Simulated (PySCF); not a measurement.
A PySCF script (with the pyscf-properties extension) for the NMR shieldings of `CS[Si@@H](Cl)CC1CC1`, C$_{5}$H$_{11}$ClSSi, on a GFN2-xTB geometry:

```python
import basis_set_exchange as bse
import numpy as np
from pyscf import gto, dft
from pyscf.prop import nmr

atoms = """
C     4.033948    0.018378   -0.561689
S     2.538934    0.256058   -1.571608
Si    1.027090   -0.080158   -0.079333
Cl    1.469930    0.972359    1.593988
C    -0.630986    0.495908   -0.793689
C    -1.740876    0.379543    0.222419
C    -3.158292    0.200373   -0.229162
C    -2.427720   -0.935044    0.424066
H     4.010178    0.698351    0.283327
H     4.086082   -1.010970   -0.222529
H     4.881662    0.243819   -1.199006
H     1.052288   -1.493077    0.288264
H    -0.881034   -0.098846   -1.672252
H    -0.554536    1.533082   -1.131089
H    -1.585555    0.986940    1.105879
H    -3.348427    0.137443   -1.289863
H    -3.943795    0.693563    0.323006
H    -2.123056   -1.763433   -0.197562
H    -2.715639   -1.225039    1.422867
"""
names = dict.fromkeys(["C", "S", "Si", "Cl", "H"], "pcSseg-1")
basis = {el: gto.basis.parse(bse.get_basis(n, elements=[el], fmt="nwchem")) for el, n in names.items()}
mol = gto.M(atom=atoms, basis=basis, charge=0, verbose=0)
mf = dft.RKS(mol, xc="PBE0")
mf.grids.level = 2
mf.grids.alignment = dft.numint.BLKSIZE   # the property module wants whole blocks of grid points
mf.conv_tol = 1e-9
mf.kernel()

calc = nmr.RKS(mf)   # GIAO
C = mf.mo_coeff
Co = C[:, mf.mo_occ > 0]
resp = mf.gen_response(singlet=True, hermi=2)
def vind(x):   # induced exchange potential for any number of trial vectors
    d = np.einsum("pi,xij,qj->xpq", C, 2 * x.reshape(-1, C.shape[1], Co.shape[1]), Co, optimize=True)
    return np.einsum("xpq,pi,qj->xij", resp(d - d.transpose(0, 2, 1)), C, Co, optimize=True).ravel()
mo1, _ = nmr.rhf.solve_mo1(calc, with_cphf=vind)
sigma = calc.kernel(mo1)
for i, s in enumerate(sigma):   # ppm
    print("%2d %-2s %9.2f" % (i, mol.atom_pure_symbol(i), np.trace(s) / 3))
```

Problem. What are the results?

Solution. 
```
 0 C     173.60
 1 S     652.82
 2 Si    331.09
 3 Cl    958.25
 4 C     159.67
 5 C     179.50
 6 C     177.47
 7 C     179.38
 8 H      29.40
 9 H      29.70
10 H      29.59
11 H      25.95
12 H      31.73
13 H      29.88
14 H      30.77
15 H      31.63
16 H      31.08
17 H      31.77
18 H      31.19
```

These numbers come from an equivalent density-fitted implementation of the same equations, which agrees with the script to about 0.01 ppm for H and up to a few tenths of a ppm for heavy atoms, so last digits may differ.

Size and cost of the density-fitted run: 212 basis functions, 34 s wall time on 1 thread of an Arm Neoverse V2, shared host; peak memory 0.94 GiB.
